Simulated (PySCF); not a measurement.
`C[AsH][Si@@H](CC)N`, C$_{3}$H$_{12}$AsNSi

Cartesian coordinates in Å; atom numbers follow the order of the lines, from 1:
```xyz
18

C    -2.1668   -1.0326    0.8599
C    -1.7167   -0.6090   -0.5300
Si   -0.0789    0.3646   -0.4694
N    -0.5112    1.9476    0.0852
As    1.3564   -0.4510    1.1734
C     3.0379    0.1799    0.3499
H    -1.4087   -1.6686    1.3241
H    -3.1019   -1.5898    0.8233
H    -2.3112   -0.1586    1.4926
H    -2.4929   -0.0009   -0.9936
H    -1.5976   -1.4939   -1.1560
H     0.4726    0.3618   -1.8539
H    -1.2364    2.4560   -0.3951
H     0.2287    2.5806    0.3463
H     1.4165   -1.8161    0.5347
H     3.8982   -0.2863    0.8308
H     3.0776   -0.0352   -0.7164
H     3.1256    1.2578    0.4883
```

Method: TDDFT CAM-B3LYP/def2-SVPD circular dichroism and optical rotation, one conformer, gas phase (PySCF 2.14.0). Geometry: GFN2-xTB.

The molecule is flexible and this is one conformer; a measurement averages over conformers. The calculation is non-relativistic, which matters for the atoms heavier than Zn.

(1) Draw the ECD and absorption spectra from the lowest 8 states, each a Gaussian of half-width 0.2 eV at 1/e height.

## Answers

(1) 
| E (eV) | λ (nm) | Δε (L mol⁻¹ cm⁻¹) | ε (L mol⁻¹ cm⁻¹) |
| --- | --- | --- | --- |
| 5.22 | 237 | +0.01 | 2.99 |
| 5.37 | 231 | +0.21 | 72.5 |
| 5.52 | 225 | +1.64 | 570 |
| 5.67 | 219 | +4.18 | 1460 |
| 5.82 | 213 | +3.18 | 1220 |
| 5.97 | 208 | -4.62 | 476 |
| 6.12 | 203 | -34.33 | 996 |
| 6.27 | 198 | -66.92 | 2600 |
| 6.42 | 193 | -23.96 | 7460 |
| 6.57 | 189 | +54.18 | 20700 |
| 6.72 | 184 | +63.43 | 24000 |
| 6.87 | 180 | +10.08 | 10200 |
| 7.02 | 177 | -11.22 | 2110 |
| 7.17 | 173 | -14.88 | 986 |

Δε uses R in velocity form, ε uses f in length form. Only the states computed contribute, so the short-wavelength end is incomplete.
